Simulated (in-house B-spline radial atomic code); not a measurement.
Sr²⁺. Computed with a B-spline radial atomic code. Model: non-relativistic spherical atom: semilocal Troullier-Martins pseudo-atom, one channel per l, against all electrons, high spin, G0W0 and RPA with empty states to l = 8, local potential for every l without a channel, a model core (radius 0 = none) keeps its share of the functional.

Without relativity these are model numbers for so heavy an element.

What the tables leave out is listed at the end.

The pseudopotential gives back the lowest level of each angular momentum of its own functional in the configuration it was made in; a second state of the same l is only approximately right. Exact exchange, RPA and GW see the smooth pseudo-orbitals and miss the exchange with the core, for which the functional's share stands in. The column with an uncorrelated core keeps all orbitals and exact exchange, and so separates missing core correlation from pseudisation. Only the three outermost levels and the lowest empty one were computed. RPA here is direct RPA, with no exchange kernel, and its energies carry an (l + 1/2)⁻⁴ tail. A hybrid on a potential with a model core restores only its own semilocal share of the core's exchange.

Command:
```bash
python run_psgw.py task.json out
```
Settings (lengths in bohr, energies in hartree):
```
Z                      38
electrons              36
configuration          [Ar] 3d10 4s2 4p6
generated_in           [Ar] 3d10 4s2 4p6
functional             pbe,pbe
core_shells            6
radius_factor          1.15
core_correction        True
```

Time taken, with all properties: 22 s on 1 thread of Arm Neoverse N1 (shared host).

Given: made with PBE; model core radius 0.893 bohr; local radius 1.499 bohr; mean-field start PBE.

Valence shells of the generating configuration: 4s, 4p.

Channel: s 1.384, p 1.53, d 2.15 (radii in bohr).

Computed: largest level miss in the spin-unpolarised generating configuration 0.001 eV; valence RPA correlation energy all-electron orbitals -0.3965 hartree; valence RPA correlation energy pseudo -0.42274 hartree; pseudo-atom RPA polarisability 5.4699 bohr³.

```json
{"level": "4p", "occupied": "1", "mean-field all-electron (eV)": "-36.453", "mean-field pseudo minus all (eV)": "0", "G0W0 all-electron (eV)": "-43.11", "G0W0 uncorrelated core minus all (eV)": "0.239", "G0W0 pseudo minus all (eV)": "0.127", "exchange self-energy all-electron (eV)": "-27.536", "exchange self-energy pseudo (eV)": "-23.055"}
{"level": "4d (empty)", "occupied": "0", "mean-field all-electron (eV)": "-13.558", "mean-field pseudo minus all (eV)": "0", "G0W0 all-electron (eV)": "-9.4957", "G0W0 uncorrelated core minus all (eV)": "0.065", "G0W0 pseudo minus all (eV)": "-0.022", "exchange self-energy all-electron (eV)": "-6.3896", "exchange self-energy pseudo (eV)": "-4.8329"}
```

(1) What is the all-electron RPA polarisability, core included?

Given: mean-field start PBE0.

Computed: valence RPA correlation energy pseudo -0.39528 hartree; all-electron RPA polarisability, core included 5.0125 bohr³; pseudo-atom RPA polarisability 5.0861 bohr³.

| level | occupied | mean-field all-electron (eV) | mean-field pseudo minus all (eV) | G0W0 all-electron (eV) | G0W0 uncorrelated core minus all (eV) | G0W0 pseudo minus all (eV) | exchange self-energy all-electron (eV) | exchange self-energy pseudo (eV) |
| --- | --- | --- | --- | --- | --- | --- | --- | --- |
| 4p | 1 | -38.391 | 0.107 | -43.257 | 0.235 | 0.201 | -27.465 | -22.98 |
| 5s (empty) | 0 | -12.546 | 0.001 | -10.838 | 0.054 | 0.009 | -1.8664 | -1.114 |

(2) What is the valence RPA correlation energy all-electron orbitals?

Results:

(1) 5.4537 bohr³.

(2) -0.37095 hartree.

Among the listed levels the largest G0W0 shift of the pseudo-atom is +0.20 eV, for 4p on the PBE0 start, while leaving the core uncorrelated moves that level by +0.23 eV. The rest, -0.03 eV, comes from pseudisation and the lost core exchange. Not in the tables (levels of low weight, unsolved or above zero; the highest and the empty levels are kept at any weight): on PBE the G0W0 levels 4s (pseudo minus all +0.39 eV, weights 0.57 and 0.56); on PBE0 the G0W0 levels 4s (pseudo minus all +0.68 eV, weights 0.71 and 0.72); no Hartree-Fock pseudo-atom is run with a model core.
